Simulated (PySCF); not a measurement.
An unknown shows these calculated signals:

¹H NMR (500 MHz, computed): δ 6.55 (dd, J = 20.8, 14.4 Hz, 1H), 5.65 (dd, J = 14.4, 2.8 Hz, 1H), 5.23 (dd, J = 20.8, 2.8 Hz, 1H), 3.39 (br, 1H), 3.18 (br, 1H), 3.10 (br, 1H), 2.38 (s, 3H), 1.66 (br s, 1H), 1.55 (br s, 1H), 1.02 (br s, 1H).

¹³C{¹H} NMR (computed): δ 157.0 (CH), 123.5 (CH2), 39.4 (CH3).

Theory: σ from GIAO-PBE0/pcSseg-1, spin–spin couplings from B3LYP/pcJ-1 (spin–dipole term only in couplings to heteroatoms), PBE0-D3(BJ)/def2-SVP geometry, in PySCF 2.14.0 with density-fitted response routines (relativity neglected, fast rotation and ring inversion assumed for equivalent nuclei, a single conformation, gas phase).

References, each an isolated molecule treated in the same way: ¹H (σref 31.27) and ¹³C (σref 184.41) vs TMS.

Question: Which of these does the molecule contain: a carboxylic acid, a CH3CH2 unit, an NH or NH2 group, a non-aromatic C=C double bond, a three-membered ring, a vinyl group CH=CH2?

Answer: 
- A carboxylic acid: no.
- A CH3CH2 unit: no.
- An NH or NH2 group: yes (δH 1.66 (br s), 1.02 (br s)).
- A non-aromatic C=C double bond: yes.
- A three-membered ring: no.
- A vinyl group CH=CH2: yes (δC 123.5, 157.0; δH 5.65 (dd), 5.23 (dd), 6.55 (dd)).

The data belong to SMILES C=C[B@@H-]1[NH2+][BH2-][N@H+]1C, C$_{3}$H$_{12}$B$_{2}$N$_{2}$; they needn't prove each group on their own.

Carbon signals by region: 2 in the sp2 and nitrile region (100–160 ppm), 1 below 50 ppm.

Exchangeable OH/NH protons stand at their gas-phase positions; hydrogen bonding in a real sample shifts them, mostly to higher δ. Hydrogens on boron are broadened and split by ¹¹B (spin 3/2, 80 %) and 10B (spin 3). A carbon bonded to boron is broadened by the quadrupolar boron nucleus and is often missing from a measured spectrum. Splittings below 1 Hz are ignored in the labels, and close J values are merged. Unscaled 3J(H,H) at this level run about 10 % above measured values. Shifts are as computed. Against solution values, carbons near 30 ppm lie about +2 ppm off and those near 130 ppm about +5 ppm. Of 1313 compounds with measured shifts, 239 miss one by over three times the rms of a fit or turn the order of signals round; such compounds aren't used in these exercises. Couplings to exchangeable protons are dropped. 3J across rotatable bonds or in flexible rings reflects this conformer alone.
